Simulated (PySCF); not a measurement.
Geometry (Å), atoms numbered from 1 in this order:
```xyz
29

Si   -0.003   -0.019   -0.027
O    -0.151    0.147    1.620
C    -1.182   -0.356    2.339
C    -0.959   -0.203    3.808
O    -2.134   -0.867    1.817
H    -1.847   -0.530    4.357
H    -0.714    0.842    4.045
H    -0.090   -0.815    4.094
O     1.610    0.151   -0.387
C     2.238    1.349   -0.451
C     3.639    1.211   -0.947
O     1.689    2.372   -0.148
H     4.150    2.179   -0.900
H     3.608    0.850   -1.986
H     4.175    0.456   -0.355
O    -0.990    1.125   -0.717
C    -0.806    1.639   -1.957
C    -1.700    2.808   -2.207
O     0.001    1.187   -2.721
H    -1.615    3.129   -3.251
H    -1.394    3.625   -1.536
H    -2.739    2.551   -1.958
O    -0.485   -1.497   -0.616
C    -0.254   -2.668    0.023
C    -1.007   -3.795   -0.603
O     0.465   -2.740    0.981
H    -0.730   -4.742   -0.128
H    -0.810   -3.826   -1.684
H    -2.084   -3.607   -0.472
```

[PySCF: GIAO KT2/pcSseg-1 shieldings; PBE0-D3(BJ)/def2-SVP geometry; no relativistic terms; no solvent model; rapidly exchanging positions averaged; single conformer]

Shifts are taken against calculated references (same method and geometry level): TMS for 13C (σ = 183.22 ppm) and 1H (σ = 31.18 ppm) and 29Si (σ = 361.05 ppm); 17O (σ = 330.66 ppm) vs H2O.

```
                                       atoms  nucleus  count  δ (ppm)
                              C3/C10/C17/C24      13C      4    163.0
                              C4/C11/C18/C25      13C      4     21.4
H6/H7/H8/H13/H14/H15/H20/H21/H22/H27/H28/H29       1H     12     2.02
                               O2/O9/O16/O23      17O      4    232.0
                              O5/O12/O19/O26      17O      4        ?
                                         Si1     29Si      1        ?
```

Fill in the missing shifts.

Answers


- Si1: -83.4 ppm, silicon bonded to 4 O
- O5/O12/O19/O26: 444.6 ppm, oxygen bonded to C

Shifts are as computed. Against solution values, carbons near 30 ppm lie about +2 ppm off and those near 130 ppm about -5 ppm. Of 1211 compounds with measured shifts, 218 miss one by over three times the rms of a fit or turn the order of signals round; such compounds aren't used in these exercises. Unscaled 17O shifts of doubly bonded oxygen tend to come out too high, by tens of ppm or more. Experimental scales use liquid or dissolved standards, which lie at an offset from isolated H2O (liquid H2O: subtract about 36 ppm).
